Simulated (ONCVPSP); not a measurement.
**Potentials for W compared**

Generated with ld1.x 7.5 (TM, RRKJ, ultrasoft, PAW), atompaw 4.2 or ONCVPSP 4.0.1. The cutoff is in Ry: for ld1.x and atompaw files where the sum of valence levels is converged to 10 mRy in a Bessel basis, for ONCV files where the hardest occupied wave has 1 mHa per electron of residual kinetic energy. The error is the largest all-electron minus pseudo excitation energy over each file’s own four to seven test configurations (ionisations up to +4, promotions, holes and added fractions of an electron), all of which were solved. The labels leave out finer settings (local radius, basis sizes, second energies), which also bear on the numbers. Spin-polarised tests are not counted. The rows are a selection from randomly drawn settings: files with unsolved tests, undetermined cutoffs or missed reference levels are left out.

A true bound ghost makes a file unfit for plane-wave use even where its test errors are small: the radial tests pick states by their node count and pass the ghost by.

| potential | cutoff (Ry) | largest error (meV) | bound ghosts |
| --- | --- | --- | --- |
| ONCV, PBE, fully relativistic, rc 2.00/1.20/2.45 (spd), local smoothed, core correction no, reference 5s2 5p6 5d4 6s2, qcut 5.5/6.6/7.4, projectors 2/2/2 | 230 | +7.9 | none |
| ONCV, LDA (Perdew-Wang 92), scalar-relativistic, rc 1.55/1.20/2.20 (spd), local smoothed, core correction yes, reference 5s2 5p6 5d4 6s1, qcut 6.6/7.7/6, projectors 2/3/2 | 61 | -11 | none |
| ONCV, PBEsol, scalar-relativistic, rc 2.80/1.20/2.40 (spd), local smoothed, core correction yes, reference 5p6 5d4 6s2, qcut 2.5/7.2/5.6, projectors 2/1/1 | 103 | -53 | s |
| ONCV, PBEsol, fully relativistic, rc 1.80/2.10/2.15/1.15 (spdf), local smoothed, core correction yes, reference 4f14 5s2 5p6 5d4 6s2, qcut 7.2/6.1/5.8/12.3, projectors 3/2/1/2 | 599 | -3.5 | none |

Fill in the row for W: ONCV, PBEsol, fully relativistic, rc 1.45/1.80/2.85 (spd), local smoothed, core correction yes, reference 5s2 5p6 5d4 6s2, qcut 7/7.2/6.1, projectors 2/2/2.

cutoff 45 Ry, largest error +8.4 meV, bound ghosts: none.

Fill in the row for W: ONCV, PBEsol, scalar-relativistic, rc 1.70/1.30/2.80 (spd), local smoothed, core correction yes, reference 5s2 5p6 5d4 6s2, qcut 8.8/6.4/6, projectors 3/2/3.

cutoff 142 Ry, largest error -5.9 meV, bound ghosts: none.

Fill in the row for W: ONCV, PBE, scalar-relativistic, rc 1.70/1.35/1.70/0.95 (spdf), local f, core correction yes, reference 4f14 5s2 5p6 5d4 6s2, qcut 5.5/6.6/5.2/20.1, projectors 2/2/2/0.

cutoff 342 Ry, largest error -22 meV, bound ghosts: s, p.
